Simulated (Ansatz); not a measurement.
Worked example: a bond strength in BGeH3Cl2 (SMILES Cl[B](Cl)[GeH3])

The species is BGeH3Cl2 (7 atoms), meant as a singlet with charge 0. As SMILES, `Cl[B](Cl)[GeH3]`. The shape was relaxed beforehand at B3LYP/def2-SVP.

```
atom    x (Å)    y (Å)    z (Å)
  Cl   1.7655  -1.4431   1.2204
   B   0.2098  -1.0318   0.5173
  Cl  -1.0926  -2.2098   0.6091
  Ge  -0.1231   0.8005  -0.4129
   H  -0.5595   0.5720  -1.8770
   H  -1.2708   1.5480   0.3015
   H   1.1323   1.6962  -0.4041
```

Wanted: the dissociation energy of the Ge4–B2 bond into doublet GeH3 and doublet BCl2 (shapes relaxed at B3LYP/def2-SVP, no zero-point term). 1 Eh = 2625.50 kJ/mol = 27.2114 eV. Totals in Eh; open shells run unrestricted unless said.

```
                                    level  program      BGeH3Cl2  doublet GeH3  doublet BCl2
                              HF/def2-SVP   Ansatz  -3020.294089  -2076.803649   -943.394359
    MP2/def2-SVP, 20 core orbitals frozen   Ansatz  -3020.878379  -2077.029422   -943.720628
CCSD(T)/def2-SVP, 20 core orbitals frozen   Ansatz  -3020.934342  -2077.049018   -943.758701
```

Question: Work out the dissociation energy at each level.

Answer: 
1. HF/def2-SVP: (-2076.803649) + (-943.394359) − (-3020.294089) = 0.096081 Eh = 252.3 kJ/mol = 2.61 eV.
2. MP2/def2-SVP: (-2077.029422) + (-943.720628) − (-3020.878379) = 0.128329 Eh = 336.9 kJ/mol = 3.49 eV.
3. CCSD(T)/def2-SVP: (-2077.049018) + (-943.758701) − (-3020.934342) = 0.126623 Eh = 332.4 kJ/mol = 3.45 eV.

The levels span 252 to 337 kJ/mol; no measured value is set beside them. Hartree–Fock lacks the correlation of the bonding electrons, so it comes out low. A bond enthalpy at 298 K also holds the loss of zero-point energy and thermal terms.
